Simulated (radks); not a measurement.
Problem. These are the eigenvalues of the occupied orbitals of an atom or ion with whole-number occupations (eV). Method: Dirac Kohn-Sham, BLYP, spin-unpolarised, spherical densities, finite nucleus; Fermi nuclear charge, rms radius of each element as measured or else 0.836 A^(1/3) + 0.57 fm; computed with a radial shooting solver on a logarithmic mesh with Libxc functionals.

orbital  eigenvalue
1s1/2     -10894.47

Which element is it, and in what charge state? The configuration may be excited. Open shells, if any, fill j = l - 1/2 first.

Solution. Z = 29, copper, charge +27: Cu27+ in [He]. The 1s level, -400.36 hartree, gives Z - s = 28.3 by -(Z - s)^2/2, which with screening and relativity narrows Z to a few neighbours, and the depths must fix Z and the occupations together.
